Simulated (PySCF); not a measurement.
Species: C6H8N2S.
Bonds: C1–N2 (aromatic), N2–C3 (aromatic), C3–C4, C4–C5, C5–C6, C6–C7, C3–N8 (aromatic), N8–S9 (aromatic), C1–S9 (aromatic), C4–C7. Hydrogens: H10 on C1; H11 on C4; H12, H13 on C5; H14, H15 on C6; H16, H17 on C7.

Probes without a nucleus sit at each ring's centroid and 1 Å off its mean plane on both sides; NICS is minus the shielding there, NICSzz its component along the normal. Level: GIAO PBE0/pcSseg-1 (PySCF, non-relativistic, gas phase) on the GFN2-xTB geometry, one conformer.

Rings: 1. C1–N2–C3–N8–S9; 2. C4–C5–C6–C7.

```json
{"set": "P", "NICS(0)": "1.4", "NICS(1), two faces": "0.3 / 1.2", "NICS(1)zz, two faces": "3.6 / 4.6"}
{"set": "Q", "NICS(0)": "-13.5", "NICS(1), two faces": "-12.7 / -12.7", "NICS(1)zz, two faces": "-30.8 / -30.8"}
```

Question: Which set (ppm) belongs to which ring?

Answer: P = 2, Q = 1.
- 1 (5-membered ring with 2 N and S; formal bonds all aromatic): mean NICS(1)zz -30.8 ppm, shielded. For a flat ring without four-coordinate atoms the NICS criterion counts such a value as aromatic.
- 2 (4-membered carbocycle; formal bonds all single): mean NICS(1)zz 4.1 ppm, deshielded. C4, C5, C6, C7 have four or more neighbours, and the NICS criterion for π rings isn't applied.

Question: How do the rings differ in shape?

Answer: 
```
ring                   bond lengths (Å)  rms pucker (Å)  HOMA  nearest outside atom to a NICS(1) probe (Å)
   1  1.287, 1.357, 1.308, 1.630, 1.731            0.00     –                                hydrogen 2.49
   2         1.544, 1.534, 1.534, 1.544            0.09     –                                hydrogen 1.50
```

The values belong to the conformer `[cH:1]1[n:2][c:3]([CH:4]2[CH2:5][CH2:6][CH2:7]2)[n:8][s:9]1`: N2–C3–C4–C5 -51°.
